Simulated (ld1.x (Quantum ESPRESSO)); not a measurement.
## Zn: excitation energies, all-electron against ultrasoft

* Element: zinc (Zn)
* Generator: ld1.x (Quantum ESPRESSO) 7.5
* Type: ultrasoft
* Functional: LDA (PZ)
* Relativity: scalar-relativistic
* Frozen core: [Ne]
* Valence charge: 20
* Reference configuration: 3s2 3p6 3d10 4s2 4p0
* Partial waves: 3s (bound): rcut 0.90, rcutus 1.00 bohr; 4s (bound): rcut 0.90, rcutus 1.00 bohr; 3p (bound): rcut 1.00, rcutus 1.05 bohr; 4p (bound, empty): rcut 1.00, rcutus 1.05 bohr; 3d (bound): rcut 1.15, rcutus 1.55 bohr; 3d channel at 0.25 Ry: rcut 1.15, rcutus 1.55 bohr
* Local potential: all-electron potential smoothed inside 1.50 bohr (lloc = -2)
* Core correction: Bessel-smoothed model core inside 0.55 bohr
* Augmentation charge: PSQ, radius 0.75 bohr

Energies are relative to the spin-unpolarised reference configuration 3s2 3p6 3d10 4s2 4p0; without spin polarisation the order of configurations can differ from experiment. Spin-polarised rows fill each open shell by Hund’s rule, majority spin first.

```tsv
valence configuration	charge	ΔE all-electron (eV)	error AE − PS (meV)
3s2 3p6 3d10 4s1 4p0	+1	10.190	-1.4
3s2 3p6 3d10 4s0 4p0	+2	28.959	-5.2
3s2 3p6 3d9 4s0 4p0	+3	69.849	-14
3s2 3p5 3d10 4s2 4p0	+1	91.915	-28
3s2 3p6 3d10 4s1.5 4p0	+0.5	4.078	-0.5
3s2 3p6 3d9 4s2 4p0	+1	18.205	-16
3s2 3p6 3d10 4s1 4p0 (spin-polarised)	+1	9.942	-1.5
3s2 3p6 3d9 4s0 4p0 (spin-polarised)	+3	69.578	-4.5
```

Task: What are ΔE and the potential's error for 3s2 3p6 3d10 4s0 4p1?

Result: ΔE = 16.614 eV all-electron; the error (AE − PS) is -2.8 meV.
